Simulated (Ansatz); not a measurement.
Job for Ansatz (an electronic-structure program): U-PBE0/def2-TZVPP on TiAl, 2S+1 = 6, a spin state set in the input, which need not be the lowest, a point of a bond scan (R = 2.501 Å).

Ansatz 0.2 input:
```yaml
crystal:
  periodic: [false, false, false]
  atoms:
    - {symbol: Ti, position_ang: [0.00000000, 0.00000000, 0.00000000]}
    - {symbol: Al, position_ang: [0.00000000, 0.00000000, 2.50139000]}
basis:
  gaussian:
    orbitals: def2-TZVPP
    pivot_positions_ang: [[0.00000000, 0.00000000, 0.00000000], [0.00000000, 0.00000000, 2.50139000]]
hamiltonian:
  xc: {name: PBE0}
magnetization: {spin_polarized: true, initial_magnetization: 5}
output: {forces: true, orbitals: {seedname: ./end}}
```

Output:

```
WARN ansatz: RAYON_NUM_THREADS=2 ignored (pool sized by the plan → 2); use --threads N
Functional definition: PBE0
integrals: 0.03 GiB planned
812 factors; their error is unknown
mean field: 0.47 GiB planned
mean field evaluation 1: about -29686.7331 eV, gradient 5.3e1 eV
mean field evaluation 2: about -29623.2756 eV, gradient 1.0e2 eV
mean field evaluation 4: about -29692.6711 eV, gradient 3.1e1 eV
mean field evaluation 8: about -29699.7042 eV, gradient 2.6e-1 eV
mean field evaluation 16: about -29699.8460 eV, gradient 6.5e-3 eV
mean field evaluation 32: about -29699.5320 eV, gradient 3.3e0 eV
mean field -29699.84597298 eV, -1091.4492082283 hartree, gradient 4.9e-6 eV, S^2 8.752745; 4 other end points of the search recorded, 0 dependent functions left out
the calculation of the forces begins
reference -29699.84599939 eV, -1091.4492091990 hartree; 20, 15 occupied and 86, 91 virtual orbitals, 812 factors
Total energy: -29699.84599939 eV, -1091.4492091990 hartree
Atom 0 at     0.000000     0.000000     0.000000 Å, force     0.000000    -0.000000     0.066745 eV/Å
Atom 1 at     0.000000     0.000000     2.501390 Å, force    -0.000000     0.000000    -0.066745 eV/Å
Dipole moment:    -0.000000     0.000000    -0.618253 e Å
```

The calculation finished and met its thresholds.

Cost: about 12 core-seconds (a rough figure).
